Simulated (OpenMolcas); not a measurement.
## Computed levels of Ce2+

- Program: OpenMolcas
- Method: SS-RASPT2, IPEA 0.25 Eh, imaginary shift 0.1 Eh (closed shells correlated: 5s 5p)
- Basis: ANO-RCC-VTZP [8s7p5d3f2g1h]
- Scalar Hamiltonian: DKH2, point nucleus
- Active space: 2 electrons in 12 orbitals (RAS2 4f; RAS3 5d, at most 1 electron)
- State averaging: 2S+1 = 3 even, 21 roots; 2S+1 = 1 even, 28 roots; 2S+1 = 3 odd, 35 roots; 2S+1 = 1 odd, 35 roots
- Spin-orbit coupling: RASSI with atomic mean-field integrals over the reference wave functions, term energies averaged over their components

With spin-orbit coupling, above the lowest level:

| Configuration | Term | J | E (cm⁻¹) | g | Term weight % | Second |
| --- | --- | --- | --- | --- | --- | --- |
| 4f 5d | ¹G° | 4 | 0.0 | 0.989 | 81 | 13 ³H° |
| 4f 5d | ³F° | 2 | 639 | 0.753 | 75 | 25 ¹D° |
| 4f² | ³H | 4 | 742 | 0.806 | 97 | 3 ¹G |
| 4f 5d | ³F° | 3 | 2320 | 1.062 | 92 | 6 ³G° |
| 4f 5d | ³H° | 4 | 2370 | 0.839 | 86 | 9 ¹G° |
| 4f² | ³H | 5 | 2430 | 1.033 | 100 |  |
| 4f 5d | ³G° | 3 | 2850 | 0.781 | 90 | 7 ³F° |
| 4f 5d | ¹D° | 2 | 3530 | 0.931 | 69 | 25 ³F° |
| 4f 5d | ³H° | 5 | 3800 | 1.033 | 100 |  |
| 4f 5d | ³F° | 4 | 4030 | 1.208 | 82 | 12 ³G° |
| 4f² | ³H | 6 | 4190 | 1.167 | 100 |  |
| 4f 5d | ³G° | 4 | 4520 | 1.064 | 87 | 8 ³F° |
| 4f² | ³F | 2 | 5070 | 0.671 | 98 |  |
| 4f 5d | ³H° | 6 | 5880 | 1.167 | 100 |  |
| 4f 5d | ³D° | 1 | 6010 | 0.517 | 97 | 3 ¹P° |
| 4f 5d | ³G° | 5 | 6040 | 1.198 | 99 |  |
| 4f² | ¹G | 4 | 6120 | 1.107 | 53 | 45 ³F |
| 4f² | ³F | 3 | 6150 | 1.084 | 100 |  |
| 4f 5d | ³D° | 2 | 7080 | 1.162 | 95 | 4 ¹D° |
| 4f 5d | ³D° | 3 | 7180 | 1.218 | 67 | 31 ¹F° |
| 4f² | ³F | 4 | 8350 | 1.137 | 55 | 44 ¹G |
| 4f 5d | ³P° | 1 | 9180 | 1.465 | 94 | 5 ¹P° |
| 4f 5d | ³P° | 0 | 9180 |  | 100 |  |
| 4f 5d | ¹F° | 3 | 9460 | 1.106 | 65 | 33 ³D° |
| 4f 5d | ³P° | 2 | 10310 | 1.488 | 97 | 2 ¹D° |
| 4f 5d | ¹H° | 5 | 12760 | 1.003 | 99 |  |
| 4f 5d | ¹P° | 1 | 15480 | 1.017 | 93 | 5 ³P° |
| 4f² | ¹D | 2 | 16550 | 1.013 | 95 | 4 ³P |
| 4f² | ¹I | 6 | 20490 | 1.000 | 100 |  |
| 4f² | ³P | 0 | 21830 |  | 99 |  |
| 4f² | ³P | 1 | 22330 | 1.501 | 100 |  |
| 4f² | ³P | 2 | 23180 | 1.483 | 96 | 4 ¹D |
| 4f² | ¹S | 0 | 42750 |  | 99 |  |

Against the 24 measured excited levels shown (Martin, Zalubas and Hagan, Atomic Energy Levels: The Rare-Earth Elements, NSRDS-NBS 60 (1978)) the mean absolute deviation is 3500 cm-1; the largest miss in energy is 4f² ¹S₀: computed 42010, measured 32839 cm⁻¹ (+27.9 %), and the largest in proportion 4f 5d ¹G°₄ (-122.6 %). These deviations count from the computed level that pairs with the measured ground level.

Spin-orbit coupling puts the lowest level 630 cm⁻¹ below the lowest spin-free term.

CASPT2 does not keep the components of a term degenerate, so their means are used; among the terms shown or strongly mixed into the levels shown the widest spread is 1600 cm-1 (4f² ¹I). Over all roots computed the reference weight is 0.87 to 0.94; the roots of lowest weight are the least certain, and an intruder state may touch them. Some levels mix across a computed gap that differs much from the measured one, so their mixing is not that of the real levels. The lowest computed level is not the ground level that NIST lists (3H4). The CASPT2 spread within a term exceeds the gap to the next term for 4f² ³H and 4f 5d ³F°, 4f² ³F and 4f² ¹G, 4f² ¹G and 4f 5d ³D°, so the order of their levels is uncertain, and so are names and mixing where such terms share a J. Measured partners are found by configuration, term and J. A level has none where our copy of the source lacks it or the pairing is in doubt (some pairs that miss far off the trend of their configuration count as doubtful), and it then counts in no deviation. Only configurations of the active space appear.

The term weight is that of the spin-free term in the level, not the purity of its configuration. ° marks odd parity.
